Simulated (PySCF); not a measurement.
UHF on B³⁺ (boron, charge +3)

Configuration: 1s2, closed-shell 1S. All numbers are calculated (PySCF 2.14, scalar relativity by spin-free X2C-1e, in aug-cc-pVTZ-DK).

```json
{
  "Total energy": "-21.991861 hartree",
  "One-electron energy": "-24.8953 hartree",
  "Hartree (Coulomb) energy": "5.8068 hartree",
  "Exchange energy": "-2.9034 hartree",
  "⟨S²⟩": "0.0000",
  "⟨L²⟩": "0.000",
  "Sum of ⟨r⟩": "0.6488 bohr",
  "Sum of ⟨r²⟩": "0.2836 bohr²",
  "Langevin diamagnetic susceptibility": "-0.225 ×10⁻⁶ cm³/mol"
}
```

```
shell  electrons  mean orbital energy (hartree)  rms radius, mean of both spins (bohr)
   1s          2                       -9.54423                                  0.377
```
